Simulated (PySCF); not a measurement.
Isomers of C5H9NOSi2.

All values: PBE0/pcSseg-1 (PySCF) at GFN2-xTB geometries, gas phase, one conformer each.

Question: Rank by HOMO–LUMO gap, highest first.
A. `[SiH3]N1[SiH2]Cc2ccoc21`
B. `[N:1]#[C:2][C:3]1=[C:4]([CH2:5][CH2:6][OH:7])[SiH2:8][SiH2:9]1` with C3–C4–C5–C6 151°, C4–C5–C6–O7 52°, C5–C6–O7–H 63°
C. `[O:1]=[CH:2][C:3]1=[CH:4][Si@H:5]([NH:6][SiH3:7])[CH:8]=[CH:9]1` with O1–C2–C3–C4 -179°, C4–Si5–N6–Si7 170°
D. `[O:1]=[CH:2][NH:3][SiH2:4][C:5]1=[CH:6][SiH2:7][CH:8]=[CH:9]1` with O1–C2–N3–Si4 0°, C2–N3–Si4–C5 180°, N3–Si4–C5–C6 -74°

Answer: B (6.07 eV), A (5.35 eV), D (4.99 eV), C (4.62 eV).

Question: Rank by the lowest IAO charge on any atom, highest value first.
A. `[O:1]=[CH:2][C:3]1=[CH:4][Si@H:5]([NH:6][SiH3:7])[CH:8]=[CH:9]1` with O1–C2–C3–C4 -179°, C4–Si5–N6–Si7 170°
B. `[SiH3]N1[SiH2]Cc2ccoc21`
C. `[O:1]=[CH:2][NH:3][SiH2:4][C:5]1=[CH:6][SiH2:7][CH:8]=[CH:9]1` with O1–C2–N3–Si4 0°, C2–N3–Si4–C5 180°, N3–Si4–C5–C6 -74°
D. `[N:1]#[C:2][C:3]1=[C:4]([CH2:5][CH2:6][OH:7])[SiH2:8][SiH2:9]1` with C3–C4–C5–C6 151°, C4–C5–C6–O7 52°, C5–C6–O7–H 63°

Answer: D (-0.524 e), C (-0.608 e), B (-0.735 e), A (-0.926 e).

Question: Rank by LUMO energy, lowest first.
A. `[O:1]=[CH:2][C:3]1=[CH:4][Si@H:5]([NH:6][SiH3:7])[CH:8]=[CH:9]1` with O1–C2–C3–C4 -179°, C4–Si5–N6–Si7 170°
B. `[N:1]#[C:2][C:3]1=[C:4]([CH2:5][CH2:6][OH:7])[SiH2:8][SiH2:9]1` with C3–C4–C5–C6 151°, C4–C5–C6–O7 52°, C5–C6–O7–H 63°
C. `[O:1]=[CH:2][NH:3][SiH2:4][C:5]1=[CH:6][SiH2:7][CH:8]=[CH:9]1` with O1–C2–N3–Si4 0°, C2–N3–Si4–C5 180°, N3–Si4–C5–C6 -74°
D. `[SiH3]N1[SiH2]Cc2ccoc21`

Answer: A (-2.52 eV), C (-2.00 eV), B (-1.72 eV), D (0.07 eV).

All values together:

```csv
SMILES,μ (D),HOMO (eV),LUMO (eV),lowest IAO charge (e),highest IAO charge (e),lowest Hirshfeld charge (e),highest Hirshfeld charge (e)
N#CC1=C(CCO)[SiH2][SiH2]1,4.52,-7.79,-1.72,-0.524 (O),+0.479 (Si),-0.227 (N),+0.236 (Si)
O=CC1=C[Si@H](N[SiH3])C=C1,3.28,-7.13,-2.52,-0.926 (N),+1.018 (Si),-0.326 (N),+0.394 (Si)
O=CN[SiH2]C1=C[SiH2]C=C1,3.87,-7.00,-2.00,-0.608 (N),+0.883 (Si),-0.268 (O),+0.376 (Si)
[SiH3]N1[SiH2]Cc2ccoc21,1.23,-5.28,0.07,-0.735 (N),+0.909 (Si),-0.251 (N),+0.405 (Si)
```

Conformers: `[N:1]#[C:2][C:3]1=[C:4]([CH2:5][CH2:6][OH:7])[SiH2:8][SiH2:9]1` with C3–C4–C5–C6 151°, C4–C5–C6–O7 52°, C5–C6–O7–H 63°; `[O:1]=[CH:2][C:3]1=[CH:4][Si@H:5]([NH:6][SiH3:7])[CH:8]=[CH:9]1` with O1–C2–C3–C4 -179°, C4–Si5–N6–Si7 170°; `[O:1]=[CH:2][NH:3][SiH2:4][C:5]1=[CH:6][SiH2:7][CH:8]=[CH:9]1` with O1–C2–N3–Si4 0°, C2–N3–Si4–C5 180°, N3–Si4–C5–C6 -74°.
